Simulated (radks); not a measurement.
The mean radii <r> (bohr) of the occupied orbitals of an atom or ion are listed with their occupations. All-electron calculation, Dirac Kohn-Sham, LDA (Slater exchange, Perdew-Wang correlation), spin-unpolarised, spherical densities, finite nucleus; Fermi nuclear charge, rms radius of each element as measured or else 0.836 A^(1/3) + 0.57 fm. Program: a radial shooting solver on a logarithmic mesh with Libxc functionals.

orbital  occ.      <r>
1s1/2       2  0.03432
2s1/2       2   0.1494
2p1/2       2   0.1272
2p3/2       4   0.1318
3s1/2       2   0.4160
3p1/2       2   0.4095
3p3/2       4   0.4202
3d3/2       4   0.3972
3d5/2       6   0.4007
4s1/2       2    1.052
4p1/2       2    1.140
4p3/2       4    1.170
4d3/2     1.6    1.554
4d5/2     2.4    1.568
5s1/2       1    2.733

Name the element and its charge. Open shells, if any, are shared by 2j + 1.

Answer. Z = 43, technetium, charge +2: Tc2+ in [Kr] 4d4 5s1. The 1s radius gives Z: for a bare nucleus <r> = (2 gamma + 1)/(2Z) with gamma = sqrt(1 - (Z/c)^2), 0.03371 bohr for Z = 43, and screening makes it slightly larger (0.03432 here). The occupations add up to 41, and the charge is Z minus that.
